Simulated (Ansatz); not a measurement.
`[SiH3][SiH](Cl)Br` → `Cl[SiH2]Br` + `[SiH2]` at 298.15 K and 1 bar (silylene loss).

Calculated with Ansatz (gas phase, PBE0-D4/def2-TZVP geometries, no zero-point term in ΔE). CCSD(T)/CBS adds triple-zeta CCSD(T) − MP2 to the extrapolated MP2 energy (def2 sets, frozen cores). This one scheme is used for every species. For Br outer-core shells are correlated without core-valence functions, which leaves a few kJ/mol of doubt a bond. Scalar relativity is left out up to krypton.

| species | CCSD(T)/CBS energy (Eh) | H − E (kJ/mol) | S (J/(mol·K)) |
| --- | --- | --- | --- |
| `[SiH3][SiH](Cl)Br` | -3613.75019 | 117.6 | 367.2 |
| `Cl[SiH2]Br` | -3323.46904 | 66.3 | 304.6 |
| `[SiH2]` | -290.19011 | 40.6 | 207.5 |

H − E and S are ideal-gas, rigid-rotor, harmonic terms from PBE0-D4/def2-TZVP, for one conformer and one mirror image of each species. 1 Eh = 2625.50 kJ/mol, R = 8.31446 J/(mol·K).

Q: By hand: ΔE, ΔH, ΔS and ΔG.

A: ΔE = (-3323.46904) + (-290.19011) − (-3613.75019) = 0.09104 Eh = 239.0 kJ/mol. Δ(H − E) = 66.3 + 40.6 − 117.6 = -10.7, so ΔH = 228.3 kJ/mol. ΔS = 304.6 + 207.5 − 367.2 = 144.9 J/(mol·K). ΔG = 228.3 − 298.15 × (144.9)/1000 = 185.1 kJ/mol.

Q: By hand: the equilibrium constant, and the temperature at which ΔG would vanish if ΔH and ΔS stayed fixed.

A: log₁₀ K = −ΔG/(RT ln 10) = -32.4. ΔG = 0 at ΔH/ΔS = 1576 K.

The number of gas molecules changes by +1, which sets the sign of ΔS. A doubt of 5 kJ/mol in ΔE shifts log₁₀ K by 0.9 here. Other conformers and mirror images would add mixing entropy, several J/(mol·K) or more a flexible species. These are equilibria of isolated gas molecules and say nothing of rates. Largest T1 diagnostic: 0.014 (customary marks: 0.02 for closed shells, 0.045 for open ones).
